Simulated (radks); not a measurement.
All-electron atom: F4+ in [He] 2s2 2p0.5 3d0.5 (fractional occupations, a model configuration).

All-electron calculation, scalar-relativistic Kohn-Sham, SOGGA, spin-polarised, spherical densities, point nucleus; open shells are filled with parallel spins first. Program: a radial shooting solver on a logarithmic mesh with Libxc functionals.

Energy parts (eV):
total: -2466.240
kinetic: 2467.840
electron-nucleus: -5378.105
Hartree: 635.401
exchange-correlation: -191.376

Orbitals (lengths in bohr, moments of r in powers of bohr; r(90%) holds 90 % of the orbital's charge):
orbital,occ.,eigenvalue (eV),<r^2>,<r>,r(90%)
1s up,1,-786.8598,0.04173,0.1760,0.315
1s down,1,-786.0645,0.04162,0.1758,0.314
2s up,1,-123.5088,0.8010,0.8254,1.27
2s down,1,-121.1235,0.8042,0.8271,1.28
2p up,0.5,-106.7905,0.6939,0.7537,1.23
2p down,0,-104.2950,0.6982,0.7559,1.23
3s up,0,-41.8525,5.335,2.168,3.15
3p up,0,-37.3828,5.564,2.199,3.26
3d up,0.5,-32.8038,4.714,2.016,3.10

The highest occupied level is 3d up at -32.804 eV. The configuration is held as typed, so some empty levels lie below it. The density falls to 0.001 e/bohr^3 at r = 2.91 bohr. Summed over all electrons, <r^2> = 4.393 bohr^2, which gives a Langevin (diamagnetic) susceptibility term of -3.48 x 10^-6 cm^3/mol. Spin moment in Bohr magnetons: 1.
